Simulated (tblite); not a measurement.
A tight-binding relaxation on `C#C[C@@]12C=[C][C@@H](C=C1)[C@H]2F` [radical].

Computed with GFN2-xTB geometry optimisation, gas phase (tblite 0.8.0). Start geometry: from a force field or distance geometry. A driver script takes a list of jobs; this job's settings line and coordinates (Å) are shown.

Command:
```bash
OMP_NUM_THREADS=1 python probes_run.py task.json out
```

Input:
```
{"job": {"kind": "relax", "xc": "GFN2-xTB", "basis": "xTB"}, "charge": 0, "multiplicity": 2}
C      2.656800    -1.549400    -0.632200
C      1.664400    -0.920200    -0.327200
C      0.497800    -0.177500     0.064200
C      0.263900     0.021700     1.569700
C     -0.996600     0.347600     1.719000
C     -1.663600     0.376800     0.379300
C     -1.000600     1.523300    -0.405600
C      0.297100     1.184100    -0.603600
C     -0.881600    -0.810000    -0.264900
F     -1.142900    -0.925800    -1.587500
H      3.512500    -2.099400    -0.916000
H      1.045700     0.299800     2.266300
H     -2.748300     0.318000     0.328100
H     -1.487700     2.428500    -0.715100
H      1.042000     1.768100    -1.113300
H     -1.066500    -1.776800     0.227400
```

Output:
```
step      E/eV     max force
  0    -729.80550    1.956
  1    -729.83917    3.561
  2    -729.89970    1.757
  3    -729.93056    1.373
  4    -729.96004    0.527
  5    -729.98413    0.427
  6    -729.99705    0.441
  7    -730.00650    0.253
  8    -730.01405    0.304
  9    -730.02148    0.289
... (22 lines left out)
 32    -730.04878    0.039
 33    -730.04895    0.029
 34    -730.04907    0.022
 35    -730.04916    0.021
 36    -730.04923    0.022
 37    -730.04930    0.022
 38    -730.04934    0.016
 39    -730.04936    0.013
 40    -730.04938    0.013
 41    -730.04940    0.009
```

«max force» is the largest atomic force in eV/Å.

Problem. From which step on does the largest force stay under 0.1 eV/Å, and how much energy is left to gain from there?

Solution. From step 17 (0.093 eV/Å), 3.6 meV above the end.

In short: energy lowered by 5.6 kcal/mol over 41 steps; largest atomic force 0.009 eV/Å at the end.

Problem. Give the final coordinates.

Solution. 0.095 Å rms from the input after alignment:
```
atom  x, y, z in Å
C1     2.6612   -1.5012   -0.5977
C2     1.6666   -0.8859   -0.3315
C3     0.4927   -0.1552    0.0211
C4     0.2894    0.0790    1.5626
C5    -0.9725    0.3865    1.6839
C6    -1.6650    0.4107    0.3513
C7    -1.0066    1.5330   -0.4349
C8     0.2620    1.2034   -0.6304
C9    -0.8976   -0.7951   -0.2440
F10   -1.1662   -1.0193   -1.5648
H11    3.5253   -2.0373   -0.8557
H12    1.0898   -0.0094    2.2656
H13   -2.7484    0.3714    0.3378
H14   -1.5221    2.4264   -0.7269
H15    1.0432    1.7440   -1.1271
H16   -1.0594   -1.7420    0.2791
```

Hardware: Arm Neoverse V2, one thread, shared host with 32 logical CPUs at a one-minute load of 3.0. Cost: 0.24 s wall.
Labels such as C1 count atoms from 1, the log's own numbers from 0.
